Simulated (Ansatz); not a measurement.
A nudged elastic band was laid between two geometries of C2H6F2OSi (12 atoms, charge 0, multiplicity 1).

Theory: RKS PBE0/6-31G in Ansatz.

```yaml
movable_images: 5
climbing_image: yes
spring: 5.0 eV/Å²
optimiser: quadratic models (default)
start_path: IDPP
force_threshold: 0.03 eV/Å
iteration_limit: 51
end_points: relaxed
```

First end point:

```xyz
12
Properties=species:S:1:pos:R:3
C -0.501 -1.142 1.309
Si 0.638 -0.735 -0.153
C 0.266 1.073 -0.741
O -1.048 1.202 -1.120
F 1.115 1.458 -1.808
F 0.563 2.012 0.282
H -0.312 -2.155 1.677
H -1.548 -1.070 1.001
H -0.330 -0.438 2.128
H 2.090 -0.747 0.224
H 0.409 -1.621 -1.341
H -1.263 2.108 -1.425
```

Last end point:

```xyz
12
Properties=species:S:1:pos:R:3
C -0.885 -1.446 0.622
Si 0.732 -0.662 0.013
C 0.358 1.145 -0.579
O -0.187 1.889 0.439
F -0.523 1.142 -1.693
F 1.523 1.783 -1.073
H -0.713 -2.468 0.971
H -1.620 -1.473 -0.187
H -1.298 -0.858 1.447
H 1.771 -0.548 1.088
H 1.304 -1.366 -1.181
H -0.386 2.808 0.167
```

What changes between the two ends?

No bond is made or broken. The dihedral C1–Si2–C3–F5 goes from 178 to -64°. The two ends are copies of one structure, up to a mirror image or an exchange of like atoms.

Give the energies along the band, and the barrier.

It converged. The highest image is number 3 of 0 to 6, 0.083 eV above the ends, which have the same energy within 2 meV. A vibrational analysis at the climbing image gives one clearly imaginary mode, 65i cm⁻¹: a first-order saddle point. Limits of this set-up: no polarisation functions.

```tsv
image	path coordinate (Å)	energy (eV)	dihedral C1–Si2–C3–F5 (°)
0	0.00	0.000	178
1	0.74	0.018	-162
2	1.47	0.060	-143
3	2.21	0.083	-122
4	2.94	0.061	-102
5	3.67	0.019	-83
6	4.40	0.000	-64
```

What is the geometry of the highest image?


```xyz
12
Properties=species:S:1:pos:R:3
C -0.737 -1.347 0.909
Si 0.738 -0.686 -0.083
C 0.367 1.148 -0.638
O -0.870 1.547 -0.191
F 0.431 1.294 -2.047
F 1.354 2.050 -0.167
H -0.553 -2.376 1.235
H -1.642 -1.327 0.297
H -0.909 -0.722 1.789
H 1.998 -0.636 0.728
H 0.980 -1.468 -1.340
H -1.081 2.467 -0.457
```

What are the harmonic wavenumbers there?

65i, 118, 154, 233, 269, 358, 393, 484, 489, 555, 664, 668, 698, 766, 920, 926, 942, 1029, 1034, 1157, 1367, 1389, 1502, 1506, 2202, 2218, 3088, 3190, 3199, 3631 cm⁻¹.

Run time: 110 s on 1 thread of Arm Neoverse V2, on a shared host, peak memory 0.25 GiB.
